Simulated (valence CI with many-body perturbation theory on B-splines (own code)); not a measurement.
## Energy levels of Dy³⁴⁺

Calculated by configuration interaction combined with many-body perturbation theory (CI+MBPT): four valence electrons over a frozen Dirac-Fock core [Ar] 3d10, radial functions for each j: 11 s, 11 p, 10 d, 8 f, 5 g, 2 h, with the one-electron correlation potential Σ1, the two-electron term Σ2, the three-electron term Σ3, Breit, model QED; selected CI, second order for the rest, scaled by the run's own slope (own B-spline code, finite nucleus).

The last digits are not significant, and no measured levels were compared; by estimate large intervals hold to a few tenths of a per cent, small ones and those within an open d or f shell to about a per cent. Among the levels kept, up to 400 cm⁻¹ of a level comes from second order outside the variational space, and about a tenth of that is noise between levels of different J, which matters for small intervals.

Levels 91 to 135 of 187, with energies above the lowest level, (4s^2 4p1/2^2) J=0. "Leading %" is the weight of the configuration and term that name the level; weights of strongly mixed levels are sums over their largest components and can fall short. In the jj column 3d3/2^4 stands for four electrons in 3d with j = 3/2.

```csv
No.,Configuration,Term,J,E (eV),Leading %,Second component,g,Leading jj
91,4s²4p4f,³D,3,381.42,22,17 % 4s²4d² ³F,1.180,4s^2 4p3/2 4f7/2 (37 %)
92,4s4p²4d,¹D,2,381.70,39,17 % 4s²4d² ³P,1.095,4s 4p3/2^2 4d5/2 (53 %)
93,4s²4d²,¹G,4,382.64,24,23 % 4s²4p4f ¹G,1.085,4s^2 4p3/2 4f7/2 (30 %)
94,4s²4d²,³P,1,383.85,66,15 % 4s4p²4d ³P,1.437,4s^2 4d3/2 4d5/2 (66 %)
95,4s4p²4d,¹D,2,386.02,38,22 % 4s²4d² ³P,1.156,4s 4p3/2^2 4d3/2 (34 %)
96,4s²4d²,³F,4,386.57,46,27 % 4s4p²4d ³F,1.216,4s 4p3/2^2 4d5/2 (36 %)
97,4p³4d,³F°,2,387.54,34,17 % 4p³4d ³D°,1.000,4p1/2^2 4p3/2 4d3/2 (88 %)
98,4p³4d,³F°,3,389.19,23,19 % 4p³4d ³G°,1.099,4p1/2^2 4p3/2 4d3/2 (82 %)
99,4s²4p4f,³G,5,390.03,93,5 % 4s4p²4d ³G,1.199,4s^2 4p3/2 4f7/2 (93 %)
100,4p³4d,³P°,0,390.48,52,29 % 4p³4d ⁵D°,,4p1/2^2 4p3/2 4d3/2 (92 %)
101,4s²4p4f,³F,2,390.94,18,16 % 4s4p²4d ³P,1.036,4s 4p3/2^2 4d5/2 (33 %)
102,4s4p²4d,¹P,1,392.03,24,23 % 4s²4p4f ³D,1.103,4s 4p3/2^2 4d5/2 (42 %)
103,4p³4d,⁵D°,1,392.36,30,27 % 4p³4d ³P°,1.175,4p1/2^2 4p3/2 4d3/2 (91 %)
104,4s²4p4f,³F,3,394.80,26,19 % 4s²4p4f ¹F,0.993,4s^2 4p3/2 4f5/2 (56 %)
105,4s²4p4f,³F,4,395.01,28,24 % 4s²4p4f ³G,1.168,4s^2 4p3/2 4f5/2 (39 %)
106,4s²4d²,¹S,0,396.33,23,20 % 4p⁴ ³P,,4s^2 4d5/2^2 (38 %)
107,4s²4d²,³P,2,397.29,30,19 % 4s²4d² ¹D,1.236,4s^2 4d5/2^2 (45 %)
108,4s²4p4f,³D,1,398.33,50,26 % 4s4p²4d ³D,0.659,4s^2 4p3/2 4f5/2 (50 %)
109,4s²4p4f,³D,2,399.00,40,9 % 4s4p²4d ³D,1.108,4s^2 4p3/2 4f7/2 (27 %)
110,4p³4d,³F°,4,399.64,40,27 % 4p³4d ⁵D°,1.268,4p1/2^2 4p3/2 4d5/2 (88 %)
111,4s²4p4f,³D,3,400.92,21,15 % 4s4p²4d ¹F,1.170,4s^2 4p3/2 4f7/2 (43 %)
112,4p³4d,³D°,2,403.44,35,20 % 4p³4d ³P°,1.266,4p1/2^2 4p3/2 4d5/2 (83 %)
113,4p³4d,³D°,3,404.45,19,16 % 4p³4d ³F°,1.168,4p1/2^2 4p3/2 4d5/2 (61 %)
114,4s²4p4f,¹G,4,405.99,39,34 % 4s²4d² ¹G,1.048,4s^2 4p3/2 4f7/2 (30 %)
115,4s4p²4f,⁵G°,2,407.02,39,20 % 4s4p²4f ³F°,0.592,4s 4p1/2^2 4f5/2 (78 %)
116,4s²4d²,¹S,0,407.21,46,18 % 4s4p²4d ¹S,,4s^2 4d5/2^2 (49 %)
117,4s²4p4f,¹D,2,408.89,31,20 % 4s4p²4d ¹D,0.968,4s 4p3/2^2 4d5/2 (35 %)
118,4s4p²4f,⁵G°,3,409.32,26,22 % 4s4p²4f ³F°,1.070,4s 4p1/2^2 4f5/2 (46 %)
119,4s4p²4f,³F°,4,412.21,28,21 % 4s4p²4f ⁵D°,1.272,4s 4p1/2^2 4f7/2 (83 %)
120,4p³4d,³D°,1,414.58,42,15 % 4p³4d ¹P°,0.987,4p1/2^2 4p3/2 4d5/2 (84 %)
121,4s4p²4f,³G°,3,422.81,16,13 % 4p³4d ³G°,0.995,4s 4p1/2^2 4f7/2 (37 %)
122,4s4p4d²,⁵G°,2,422.98,55,16 % 4s4p4d² ³F°,0.530,4s 4p1/2 4d3/2^2 (73 %)
123,4s4p4d²,⁵G°,3,427.57,37,14 % 4s4p4d² ³F°,1.020,4s 4p1/2 4d3/2^2 (47 %)
124,4p³4d,⁵D°,0,430.42,37,22 % 4p³4d ¹S°,,4p1/2 4p3/2^2 4d3/2 (57 %)
125,4p³4d,³F°,2,430.49,22,20 % 4p³4d ⁵D°,0.953,4p1/2 4p3/2^2 4d3/2 (58 %)
126,4p³4d,³D°,1,431.21,42,30 % 4p³4d ⁵D°,0.862,4p1/2 4p3/2^2 4d3/2 (71 %)
127,4s4p4d²,⁵G°,3,431.36,23,14 % 4p³4d ³F°,1.044,4s 4p1/2 4d3/2 4d5/2 (41 %)
128,4p³4d,³G°,4,432.85,26,18 % 4p³4d ¹G°,1.043,4p1/2 4p3/2^2 4d3/2 (47 %)
129,4s4p4d²,⁵G°,4,435.59,34,16 % 4p³4d ³F°,1.173,4s 4p1/2 4d3/2 4d5/2 (58 %)
130,4s4p4d²,⁵D°,0,435.83,66,12 % 4p³4d ¹S°,,4s 4p1/2 4d3/2^2 (44 %)
131,4s4p4d²,⁵D°,1,437.30,55,15 % 4s4p4d² ⁵F°,1.124,4s 4p1/2 4d3/2^2 (47 %)
132,4s4p4d²,⁵D°,2,438.10,25,24 % 4s4p4d² ⁵F°,1.182,4s 4p1/2 4d3/2 4d5/2 (51 %)
133,4p³4d,³G°,5,438.58,22,20 % 4s4p4d² ³G°,1.159,4s 4p1/2 4d3/2 4d5/2 (57 %)
134,4p³4d,⁵D°,3,438.73,18,10 % 4s4p4d² ³D°,1.291,4s 4p1/2 4d3/2 4d5/2 (52 %)
135,4s4p4d²,⁵F°,1,438.75,25,14 % 4s4p4d² ³D°,1.110,4s 4p1/2 4d3/2^2 (72 %)
```
